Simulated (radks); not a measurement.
Results of a calculation; reference values are marked as such.
Valence configurations of neutral ruthenium (all share [Kr]). Level of theory: Dirac Kohn-Sham, PBE, spin-unpolarised, spherical densities, point nucleus; open shells are shared between the two j in proportion to 2j + 1 (a radial shooting solver on a logarithmic mesh with Libxc functionals). Energies are relative to 4d7 5s1; eigenvalues in eV.

| valence | E (eV) | e(4d3/2) | e(4d5/2) | e(5p1/2) | e(5p3/2) | e(5s1/2) |
|---|---|---|---|---|---|---|
| 4d8 | -0.334 | -3.333 | -3.039 | - | - | - |
| 4d7.5 5s0.5 | -0.318 | -4.304 | -3.997 | - | - | -3.800 |
| 4d7 5s1 | 0.000 | -5.398 | -5.076 | - | - | -4.240 |
| 4d6.5 5s1.5 | 0.660 | -6.596 | -6.260 | - | - | -4.706 |
| 4d6 5s2 | 1.700 | -7.882 | -7.530 | - | - | -5.188 |
| 4d7 5p1 | 3.459 | -6.961 | -6.634 | -1.806 | -1.682 | - |
| 4d6 5s1 5p1 | 5.649 | -9.366 | -9.010 | -2.212 | -2.046 | -6.174 |
| 4d5 5s2 5p1 | 9.498 | -12.073 | -11.686 | -2.668 | -2.458 | -7.085 |
| 4d5 5s1 5p2 | 14.152 | -13.322 | -12.931 | -3.262 | -3.030 | -7.853 |
| 4d4 5s1 5p3 | 25.653 | -17.335 | -16.909 | -4.238 | -3.940 | -9.410 |

NIST lists [Kr] 4d7 5s1 as the ground configuration; this level of theory puts 4d8 lower, by 0.334 eV. The energies are those of spherical spin-averaged densities, not of single terms.
